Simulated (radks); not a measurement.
The numbers below are computed, except where a source is named.
The mean radii <r> (bohr) of the occupied orbitals of an atom or ion are listed with their occupations. Level of theory: Dirac Kohn-Sham, PBEsol, spin-unpolarised, spherical densities, finite nucleus; Fermi nuclear charge, rms radius of each element as measured or else 0.836 A^(1/3) + 0.57 fm (a radial shooting solver on a logarithmic mesh with Libxc functionals).

| orbital | occ. | <r> |
|---|---|---|
| 1s1/2 | 2 | 0.01933 |
| 2s1/2 | 2 | 0.08127 |
| 2p1/2 | 2 | 0.06742 |
| 2p3/2 | 4 | 0.07503 |
| 3s1/2 | 2 | 0.2122 |
| 3p1/2 | 2 | 0.2021 |
| 3p3/2 | 4 | 0.2163 |
| 3d3/2 | 4 | 0.1899 |
| 3d5/2 | 6 | 0.1943 |
| 4s1/2 | 2 | 0.4781 |
| 4p1/2 | 2 | 0.4851 |
| 4p3/2 | 4 | 0.5179 |
| 4d3/2 | 4 | 0.5412 |
| 4d5/2 | 6 | 0.5527 |
| 5s1/2 | 2 | 1.167 |
| 5p1/2 | 2 | 1.298 |
| 5p3/2 | 4 | 1.401 |
| 4f5/2 | 6 | 0.7091 |
| 4f7/2 | 8 | 0.7233 |

Name the element and its charge. Open shells, if any, are shared by 2j + 1.

Answer. Z = 71, lutetium, charge +3: Lu3+ in [Xe] 4f14. The 1s radius gives Z: for a bare nucleus <r> = (2 gamma + 1)/(2Z) with gamma = sqrt(1 - (Z/c)^2), 0.01909 bohr for Z = 71, and screening makes it slightly larger (0.01933 here). The occupations add up to 68, and the charge is Z minus that.
